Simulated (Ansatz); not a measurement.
Job for Ansatz (a first-principles code): R-SVWN5/def2-TZVPP on CH4GeO2 (SMILES C[O][Ge][OH]), a point of a torsion scan.

Ansatz 0.2 input:
```yaml
crystal:
  periodic: [false, false, false]
  atoms:
    - {symbol: C, position_ang: [-0.94645533, 0.01785891, 0.23630792]}
    - {symbol: O, position_ang: [0.08707261, -0.89370131, -0.02633208]}
    - {symbol: Ge, position_ang: [1.81026887, -1.19787508, 0.44177353]}
    - {symbol: O, position_ang: [1.74377105, -2.94579706, 0.24863172]}
    - {symbol: H, position_ang: [-1.63402725, -0.40772352, 0.97173920]}
    - {symbol: H, position_ang: [-0.57112077, 0.97168377, 0.61622994]}
    - {symbol: H, position_ang: [-1.49458970, 0.20146920, -0.69201862]}
    - {symbol: H, position_ang: [0.94013961, -3.39523514, -0.00998362]}
basis:
  gaussian:
    orbitals: def2-TZVPP
hamiltonian:
  xc: {name: SVWN5}
scf: {lower_state_search: off}
```

Task: Predict the final total energy.

Result: -2263.4981 hartree.
